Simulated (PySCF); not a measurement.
## Computed spin Hamiltonian

Compound: C5H9F2 (doublet state).
SMILES with atom numbers: `[F:1][CH2:2][CH2:3][CH:4][CH2:5][CH2:6][F:7]` (hydrogens: H8, H9 on C2; H10, H11 on C3; H12 on C4; H13, H14 on C5; H15, H16 on C6)

Structure used (GFN2-xTB), in Å, numbered top down from 1:
```
atom  x, y, z in Å
F1     0.8089   -1.3279    1.4456
C2     1.5628   -1.2785    0.2984
C3     1.4901    0.1267   -0.3308
C4     0.1534    0.4380   -0.8805
C5    -0.8818    1.1478   -0.1006
C6    -1.9817    0.2012    0.4152
F7    -2.6863   -0.3282   -0.6377
H8     1.1595   -2.0386   -0.3773
H9     2.5880   -1.5296    0.5896
H10    2.2428    0.1445   -1.1242
H11    1.7671    0.8515    0.4380
H12   -0.1488   -0.0443   -1.7949
H13   -0.4431    1.6418    0.7674
H14   -1.3777    1.8987   -0.7259
H15   -2.7035    0.7437    1.0342
H16   -1.5574   -0.6380    0.9720
```

The hyperfine couplings belong to this conformer and change with its torsions.

The calculation used PySCF, UKS B3LYP, pcH-1 on C F H, non-relativistic, mean-field spin-orbit, GIAO. One conformer (not necessarily the lowest) at the GFN2-xTB geometry, without solvent, vibrations or thermal averaging. Couplings are sensitive to structure, and on GFN2-xTB geometries they can be far from those on DFT ones. The SCF solution wasn't tested for stability.

- g1, g2, g3: 2.00212, 2.00281, 2.00299
- g_iso: 2.00264
- Form of g: rhombic: the two nearest values differ by 20 % of g3 − g1
- ⟨S²⟩: 0.7539 (exact 0.7500)

Isotropic coupling and dipolar principal values T1 to T3, in 10⁻⁴ cm⁻¹; ρ(0) is the spin density at the nucleus (1 × 10⁻⁴ cm⁻¹ = 2.998 MHz):

```tsv
atom	isotope	a_iso	T1	T2	T3	Mulliken spin population	ρ(0) (bohr⁻³)
F1	19F	0.4	-2.7	-0.4	3.1	0.00	0.0003
C2	13C	30.1	-2.2	-2.0	4.1	0.05	0.0802
C3	13C	-10.8	-0.7	-0.2	0.8	-0.08	-0.0288
C4	13C	34.1	-26.8	-26.5	53.3	1.03	0.0910
C5	13C	-10.7	-0.8	0.0	0.8	-0.08	-0.0285
C6	13C	24.4	-2.1	-1.9	4.0	0.04	0.0652
F7	19F	3.4	-2.4	-0.1	2.4	0.00	0.0024
H8	1H	-1.3	-1.8	-0.7	2.5	0.00	-0.0008
H9	1H	4.0	-1.2	-0.6	1.8	0.01	0.0027
H10	1H	20.9	-1.7	-1.5	3.2	0.03	0.0140
H11	1H	4.5	-1.7	-1.3	3.0	0.01	0.0030
H12	1H	-20.3	-12.6	-0.2	12.9	-0.04	-0.0136
H13	1H	2.2	-1.7	-1.2	2.9	0.00	0.0015
H14	1H	25.5	-1.8	-1.5	3.2	0.03	0.0171
H15	1H	4.1	-1.1	-0.6	1.7	0.01	0.0027
H16	1H	-1.4	-1.8	-0.6	2.4	0.00	-0.0010
```

Largest spin populations (Mulliken): C4 (+1.03), C5 (-0.08) and C3 (-0.08). C4 is the only atom above +0.15. The positive populations add up to 1.21 and the negative ones to -0.21, together 2S = 1. The angles at C4 add up to 358.7°, so it is planar; its axial dipolar tensor and the negative coupling of its proton fit spin in a p orbital normal to that plane.

Axes: g3 points within 11° of the C4–H12 bond.

Under fast tumbling the dipolar parts average out, and these isotropic splittings remain: 1 × 1H (H12, I = 1/2, 2 lines) with 2.17 mT, 4 × 1H (H10/H11/H13/H14, I = 1/2, 5 lines) with 1.42 mT, 2 × 19F (F1/F7, I = 1/2, 3 lines) with 0.21 mT and 4 × 1H (H8/H9/H15/H16, I = 1/2, 5 lines) with 0.14 mT.

Means are taken over nuclei equivalent by connectivity, which assumes that they swap fast. The 1H value of +39.8 MHz is a mean of couplings from 6.5 to 76.5 MHz in this one geometry, not an average over conformers. The 1H value of +4.0 MHz is a mean of couplings from -4.3 to 12.3 MHz in this one geometry, not an average over conformers.

The 13C coupling of C4 (102.3 MHz) shows only in satellite lines or after enrichment, since that isotope makes up about 1.07 % of natural carbon.

Examples of negative spin density at the nucleus (bohr⁻³): C3/C5 (-0.0286) and H12 (-0.0136).
